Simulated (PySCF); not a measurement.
A structure optimised at PBE0-D3(BJ)/def2-SVP, used in a PySCF frequency run:

```
B
N 1 1.4012
H 2 1.0120 1 126.52
C 2 1.4525 3 118.82 1 172.11
H 4 1.1035 2 112.09 3 47.32
H 4 1.1080 5 106.68 2 121.74
C 4 1.5333 5 112.31 6 121.99
H 7 1.1011 4 111.90 5 -85.99
H 7 1.1027 8 106.87 4 -118.88
C 7 1.5364 8 114.48 9 -120.92
H 10 1.1009 7 113.23 8 84.57
H 10 1.1073 11 106.03 7 122.35
C 1 1.5728 2 125.37 3 -4.13
H 13 1.1009 1 114.16 2 0.67
H 13 1.1032 14 107.94 1 123.06
H 13 1.1032 14 108.00 15 113.89
```
Charge 0, spin multiplicity 1.

### Question
Write its SMILES and formula.

### Answer
CB1CCCN1, C4H10BN

### Question
What are its rotational constants (standard atomic weights)?

### Answer
6.6230, 2.8767, 2.1364 GHz
